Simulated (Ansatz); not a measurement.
Two members of one family (AlN nanocrystals, H-capped) that differ in charge, which shifts all levels, computed with Ansatz in the gas phase. Levels of anions in sets without diffuse functions are rough. The structures are stationary points that may keep the symmetry of their start.

First: Al5N4H16⁻, cut from zinc blende (singlet, charge -1, PBE-D4/def2-SVP geometry).

```csv
atom,x (Å),y (Å),z (Å)
Al1,0.865,2.029,1.084
Al2,0.973,0.786,-1.845
Al3,1.356,-1.198,0.697
Al4,-1.551,-0.195,1.869
Al5,-1.355,-1.487,-1.059
N6,1.576,0.600,-0.017
N7,-1.049,1.548,1.090
N8,0.154,-0.972,-2.231
N9,-0.580,-1.410,0.713
H10,1.048,3.464,0.340
H11,1.398,1.981,2.610
H12,-0.260,1.833,-1.957
H13,2.228,0.999,-2.853
H14,2.003,-1.360,2.170
H15,1.974,-2.254,-0.404
H16,-1.012,-0.220,3.395
H17,-3.155,-0.401,1.709
H18,-1.785,-3.012,-1.424
H19,-2.459,-0.326,-1.293
H20,2.601,0.748,-0.048
H21,-1.569,2.286,1.588
H22,-1.395,1.599,0.115
H23,0.888,-1.698,-2.151
H24,-0.163,-0.988,-3.212
H25,-0.730,-2.352,1.115
```

| level | HOMO (eV) | LUMO (eV) | gap (eV) |
| --- | --- | --- | --- |
| PBE-D4/def2-SVP | -2.59 | 2.86 | 5.44 |
| PBE-D4/def2-TZVP | -2.71 | 2.39 | 5.10 |
| B3LYP-D4/6-31G | -3.68 | 3.22 | 6.90 |
| PBE0-D4/def2-SVP | -3.85 | 3.64 | 7.49 |
| PBE0-D4/def2-TZVP | -3.94 | 3.14 | 7.08 |

Second: Al6N7H20⁺, cut from zinc blende (singlet, charge 1, PBE-D4/def2-SVP geometry).

Cartesian coordinates in Å:
```
N -2.5765 -1.0482 -0.3804
N 2.0099 1.8230 1.9233
N -0.9647 1.3952 -1.0873
N -0.5167 -0.0056 1.6483
N -0.0388 -2.6641 0.1523
N 1.6533 -0.1593 -0.4740
N -0.4049 -1.2001 -2.5052
Al 0.1031 1.7157 2.4114
Al -1.8753 0.6326 0.4646
Al -1.3619 -2.3017 -1.2265
Al 2.5265 1.5435 0.0422
Al 0.5468 0.4617 -1.9028
Al 0.8838 -1.1109 0.9846
H -3.3274 -0.7837 -1.0425
H -3.1123 -1.5353 0.3588
H 2.5848 1.2376 2.5539
H 2.3072 2.7870 2.1581
H -1.6529 1.6605 -1.8108
H -0.5849 2.3065 -0.7654
H -0.9492 -0.4906 2.4534
H -0.4669 -3.2277 0.9078
H 0.6834 -3.3075 -0.2170
H 2.4299 -0.7302 -0.8505
H -1.0317 -0.9441 -3.2878
H 0.3079 -1.7763 -2.9880
H -0.6637 2.7188 1.3861
H -0.1065 1.7585 3.9882
H -3.1518 1.3869 1.0260
H -2.0487 -3.5967 -1.8353
H 1.5922 2.5583 -0.8190
H 4.1062 1.4604 -0.1299
H 1.1849 1.0808 -3.2148
H 1.9147 -1.6450 2.0781
```

Q: What does the change do? Estimate second minus first.

A: 
```tsv
level	Δ HOMO (eV)	Δ LUMO (eV)	Δ gap (eV)
PBE-D4/def2-SVP	-6.92	-7.26	-0.34
PBE-D4/def2-TZVP	-6.85	-7.10	-0.25
B3LYP-D4/6-31G	-6.92	-7.07	-0.15
PBE0-D4/def2-SVP	-6.92	-7.18	-0.27
PBE0-D4/def2-TZVP	-6.86	-7.02	-0.17
```
